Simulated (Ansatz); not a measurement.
Sn(H)(Cl)2(vinyl) (C2H4Cl2Sn), SMILES C=[CH][SnH]([Cl])[Cl].

Geometry: PBE0-D3(BJ)/def2-SVP. The structure was generated by enumeration; whether it is a known compound was not checked. The def2 effective core potentials stand for the cores of Sn; spin–orbit coupling is left out. One conformer was computed; it need not be the lowest.

Two levels are set side by side: PBE/def2-SVPD (Ansatz, an electronic-structure program) and PBE0/def2-SVPD (Ansatz). Energy differences of separate SCF runs at the same geometry; the states with an electron removed or added have multiplicity 2 and 2. Differences are taken from unrounded values.

```
quantity                             PBE
---------------------------------  -----
vertical ionisation energy (eV)    10.01
vertical singlet–triplet gap (eV)   4.33
```

These are the PBE values. What does PBE0 give? (Estimate from the structure and the level; the computed values follow.)


```csv
quantity,PBE0,PBE minus PBE0
vertical ionisation energy (eV),10.51,-0.50
vertical singlet–triplet gap (eV),4.18,0.16
```
